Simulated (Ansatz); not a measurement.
The cluster KPt3, relaxed as a doublet with UKS r2SCAN-D4/def2-SVP in Ansatz, starting from the GFN1-xTB geometry. Force threshold 0.02 eV/Å.

In the def2 sets Pt takes a core potential; there is no spin–orbit coupling. The charge 0 doublet is spin-contaminated (final ⟨S²⟩ up to 1.36, 0.75 for a pure state). The relaxation made no stability test and no search for a lower SCF solution. No other spin state of charge 0 was run. Another isomer (doublet) lies 0.75 eV lower at PBE0-D4/def2-TZVP; other spin states weren't run for this one.

Start:

```xyz
4

K     0.965    0.538   -1.748
Pt   -0.589   -1.156    0.610
Pt   -1.725    0.708   -0.159
Pt    1.349   -0.090    1.297
```

Q: Estimate the energy that the relaxation releases and the steps that it takes.

A: 13.5 kcal/mol, in 8 steps; 2.1 min on 4 threads of Arm Neoverse V2 on a shared host. No frequencies were taken in this run, so the end may be a saddle point.

Q: Does the start keep its bonding and symmetry?

A: By distances, no bond broke or formed. The bond that changes most is K1–Pt3, from 3.13 to 3.27 Å (atoms count from 1). Point group Cs at the start, Cs at the end, both within 0.05 Å.

Q: Predict the relaxed structure.

A: 
| atom | x (Å) | y (Å) | z (Å) |
| --- | --- | --- | --- |
| K1 | 0.940 | 0.654 | -1.627 |
| Pt2 | -0.560 | -0.697 | 0.795 |
| Pt3 | -2.128 | 0.523 | -0.501 |
| Pt4 | 1.748 | -0.481 | 1.334 |
Bond lengths (bridged metal pairs left out): 3 × K–Pt 3.15 to 3.27 Å; 2 × Pt–Pt 2.37 to 2.38 Å.
